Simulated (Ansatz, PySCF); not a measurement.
Process, species as SMILES: [SiH3]C[SiH3] + 2 [H][H] (H2) → C (CH4) + 2 [SiH4] (SiH4)
Structures are relaxed separately at B3LYP-D3(BJ)/def2-TZVP in Ansatz (a program for electronic structure). Frequencies are from Ansatz or PySCF.

Quantity: energy of full hydrogenation (0 K, with B3LYP-D3(BJ) harmonic zero-point energies), in kcal/mol. Correlated levels leave the core frozen unless marked. No spin-orbit coupling. Non-relativistic. Basis-set limits of correlation are two-point, X^-3; Hartree-Fock from the larger set. The bracket is a focal-point correction in the basis named.

```tsv
level	program	energy of full hydrogenation (kcal/mol)
HF/cc-pV(Q+d)Z	Ansatz	-15.5
```

Estimate the value at RI-MP2/CBS(aug-cc-pV(T+d)Z,aug-cc-pV(Q+d)Z)+[CCSD(T)-MP2]/aug-cc-pV(T+d)Z as computed with Ansatz.

-4.2 kcal/mol, so HF/cc-pV(Q+d)Z differs from it by -11.3 kcal/mol.
